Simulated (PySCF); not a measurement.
A PySCF script (with the pyscf-properties extension) for the NMR shieldings of `N[Si]1(CC2CC2)CCC1`, C7H15NSi, on a GFN2-xTB geometry:

```python
import basis_set_exchange as bse
import numpy as np
from pyscf import gto, dft
from pyscf.prop import nmr

atoms = """
N     0.329462   -1.113259    1.497562
Si    0.760800    0.005818    0.256792
C    -0.836575    0.885668   -0.283448
C    -1.874873   -0.094147   -0.765840
C    -3.329718    0.264102   -0.731801
C    -2.784875   -0.762556    0.217280
C     2.323548    1.008391    0.697106
C     3.109269    0.355330   -0.456716
C     2.002145   -0.487075   -1.124647
H    -0.522149   -1.641306    1.401338
H     1.045538   -1.671814    1.933017
H    -1.241886    1.455502    0.551219
H    -0.621994    1.599034   -1.080262
H    -1.544937   -0.694918   -1.604956
H    -3.967617   -0.067956   -1.536934
H    -3.606286    1.226441   -0.328255
H    -2.694973   -0.484084    1.256453
H    -3.054075   -1.797374    0.063904
H     2.247483    2.086855    0.590465
H     2.757740    0.812070    1.673213
H     3.916747   -0.272224   -0.082674
H     3.542033    1.088928   -1.134967
H     2.262723   -1.540599   -1.203377
H     1.770735   -0.141060   -2.129984
"""
names = dict.fromkeys(["N", "Si", "C", "H"], "pcSseg-1")
basis = {el: gto.basis.parse(bse.get_basis(n, elements=[el], fmt="nwchem")) for el, n in names.items()}
mol = gto.M(atom=atoms, basis=basis, charge=0, verbose=0)
mf = dft.RKS(mol, xc="PBE0")
mf.grids.level = 2
mf.grids.alignment = dft.numint.BLKSIZE   # the property module wants whole blocks of grid points
mf.conv_tol = 1e-9
mf.kernel()

calc = nmr.RKS(mf)   # GIAO
C = mf.mo_coeff
Co = C[:, mf.mo_occ > 0]
resp = mf.gen_response(singlet=True, hermi=2)
def vind(x):   # induced exchange potential for any number of trial vectors
    d = np.einsum("pi,xij,qj->xpq", C, 2 * x.reshape(-1, C.shape[1], Co.shape[1]), Co, optimize=True)
    return np.einsum("xpq,pi,qj->xij", resp(d - d.transpose(0, 2, 1)), C, Co, optimize=True).ravel()
mo1, _ = nmr.rhf.solve_mo1(calc, with_cphf=vind)
sigma = calc.kernel(mo1)
for i, s in enumerate(sigma):   # ppm
    print("%2d %-2s %9.2f" % (i, mol.atom_pure_symbol(i), np.trace(s) / 3))
```

**Question.** What are the results?

**Answer.** 
```
 0 N     239.55
 1 Si    337.76
 2 C     161.93
 3 C     179.16
 4 C     178.95
 5 C     179.99
 6 C     164.84
 7 C     171.69
 8 C     161.87
 9 H      30.54
10 H      31.03
11 H      31.90
12 H      30.35
13 H      31.06
14 H      31.20
15 H      31.72
16 H      31.63
17 H      31.35
18 H      30.14
19 H      30.30
20 H      29.91
21 H      29.80
22 H      30.27
23 H      30.06
```

These numbers come from an equivalent density-fitted implementation of the same equations, which agrees with the script to about 0.01 ppm for H and up to a few tenths of a ppm for heavy atoms, so last digits may differ.

**Question.** Turn these shieldings into chemical shifts. Scale: NH3 for $^{15}$N (σ = 267.73 ppm); $^{29}$Si (σ = 349.16 ppm) and $^{13}$C (σ = 186.93 ppm) and $^{1}$H (σ = 31.72 ppm) vs TMS (reference shieldings calculated alike).

**Answer.** Averaging equivalent atoms: N 0: 28.2; Si 1: 11.4; C 2: 25.0; C 6/8: 23.6; C 7: 15.2; C 3: 7.8; C 4/5: 7.5; H 21: 1.92; H 20: 1.81; H 18/23: 1.62; H 19/22: 1.44; H 9/10: 0.93; H 13: 0.66; H 11/12: 0.60; H 14/17: 0.44; H 15/16: 0.04 ppm. Experimental scales use liquid or dissolved standards, which lie at an offset from isolated NH3 (liquid NH3: subtract about 20 ppm).

Size and cost of the density-fitted run: 235 basis functions, 3.1 min wall time (2.2 min CPU) on 1 thread of an Intel Xeon, shared host; peak memory 1.1 GiB.
